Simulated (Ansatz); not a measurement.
Pd3O3⁻, relaxed as a doublet with UKS r2SCAN-D4/def2-SVPD in Ansatz, starting from the GFN2-xTB geometry. Force threshold 0.02 eV/Å.

In the def2 sets Pd takes a core potential; there is no spin–orbit coupling. The charge -1 doublet is spin-contaminated (final ⟨S²⟩ up to 1.79, 0.75 for a pure state). The structure comes from a short search, and lower isomers may exist.

Start:

Cartesian coordinates in Å:
```
Pd 0.0912 0.6415 -1.3749
Pd 0.7111 0.6361 1.1844
Pd -0.8166 -1.2655 0.1950
O 1.1377 1.8592 -0.2722
O -1.0250 -0.9201 -1.7086
O -0.0984 -0.9511 1.9762
```

Problem. Estimate the energy that the relaxation releases and the steps that it takes.

Solution. 6.3 kJ/mol, in 7 steps; 2.6 min on 4 threads of Intel Xeon on a shared host. No frequencies were taken in this run, so the end may be a saddle point.

Problem. Does the start keep its bonding and symmetry?

Solution. By distances, no bond broke or formed. The bond that changes most is Pd2–O4, from 1.95 to 1.92 Å (atoms count from 1). The end is the same structure that another start reached.

Problem. Predict the relaxed structure.

Solution. 
```xyz
6

Pd    0.0851    0.6692   -1.4195
Pd    0.6787    0.6063    1.1487
Pd   -0.7682   -1.2345    0.1952
O     1.1316    1.8292   -0.2658
O    -1.0184   -0.9061   -1.6832
O    -0.1089   -0.9641    2.0246
```
Bond lengths (bridged metal pairs left out): 6 × O–Pd 1.92 to 1.96 Å.
